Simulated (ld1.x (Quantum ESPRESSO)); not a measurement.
# barium, TM: configuration errors across variants

ld1.x (Quantum ESPRESSO) 7.5 input, shortened:

```
&input
   title='Ba', zed=56., rel=1, dft='PBE', iswitch=3,
   config='[Xe] 5d0 6s0 6p0'
 /
 &inputp
   pseudotype=2, tm=.true., lloc=-1, rcloc=2.00,
   nlcc=.false.
 /
3
5S  1  0   2.00   0.00  2.70  2.70  0.0
5P  2  1   6.00   0.00  1.85  1.85  0.0
5D  3  2   0.00   0.00  3.10  3.10  0.0
 &test
   configts(1)='5s2 5p6 5d0 6s0 6p0'
 /
```

All-electron excitation energies from the reference (eV): (1) 5s2 5p6 5d0 6s2 6p0 -15.344; (2) 5s2 5p6 5d0 6s1 6p0 -9.982; (3) 5s2 5p6 5d0 6s1.5 6p0 -13.208; (4) 5s2 5p5 5d0 6s2 6p0 7.934.

Tests that are not counted but printed errors over 1 eV. “base”: 5s2 5p6 5d0 6s0 6p1 (solver errors, printed error -5.4 eV); 5s2 5p6 5d0 6s0 6p2 (solver errors, printed error -690 eV). “wave 5s (bound): rc 2.70 bohr becomes 5s (bound): rc 1.94 bohr”: 5s2 5p6 5d0 6s1 6p1 (solver errors, printed error -690 eV); 5s2 5p6 5d0 6s0 6p2 (pseudo-atom not self-consistent, printed error +145 eV); 1 more. “wave 5s (bound): rc 2.70 bohr becomes 5s (bound): rc 2.28 bohr”: 5s2 5p6 5d0 6s0 6p2 (solver errors, printed error -601 eV); 5s2 5p6 5d0 6s1 6p1 (solver errors, printed error -512 eV); 1 more. “wave 5s (bound): rc 2.70 bohr becomes 5s (bound): rc 3.08 bohr”: 5s2 5p6 5d0 6s0 6p2 (solver errors, printed error -691 eV); 5s2 5p5 5d0 6s2 6p0 (solver errors, printed error -10.5 eV); 2 more. “wave 5s (bound): rc 2.70 bohr becomes 5s (bound): rc 3.64 bohr”: 5s2 5p6 5d0 6s0 6p2 (solver errors, printed error -606 eV); 5s2 5p5 5d0 6s2 6p0 (solver errors, printed error -10.5 eV); 5 more.

A true bound ghost makes a file unfit for plane-wave use even where its test errors are small: the radial tests pick states by their node count and pass the ghost by. Where a test does run into it, the solver fails or the error is huge.

Errors AE − PS in meV (a dash: test not solved or not reliable):

| change | (1) | (2) | (3) | (4) | bound ghosts |
| --- | --- | --- | --- | --- | --- |
| base | +1902 | +1605 | +1833 | +4436 | none |
| wave 5s (bound): rc 2.70 bohr becomes 5s (bound): rc 1.94 bohr | +285 | +215 | +263 | +799 | none |
| wave 5s (bound): rc 2.70 bohr becomes 5s (bound): rc 2.28 bohr | +737 | +585 | +694 | +1983 | none |
| wave 5s (bound): rc 2.70 bohr becomes 5s (bound): rc 3.08 bohr | +3077 | +2644 | +2987 | – | s |
| wave 5s (bound): rc 2.70 bohr becomes 5s (bound): rc 3.64 bohr | – | – | – | – | s |
| wave 5s (bound): rc 2.70 bohr becomes 5s (bound): rc 3.92 bohr | – | – | – | – | s |

Give the same row for: wave 5s (bound): rc 2.70 bohr becomes 5s (bound): rc 2.62 bohr.

+1691, +1417, +1625, +4033; bound ghosts: none. Not counted: 5s2 5p6 5d0 6s0 6p1 (solver errors, printed error -6.6 eV); 5s2 5p6 5d0 6s0 6p2 (solver errors, printed error -682 eV).
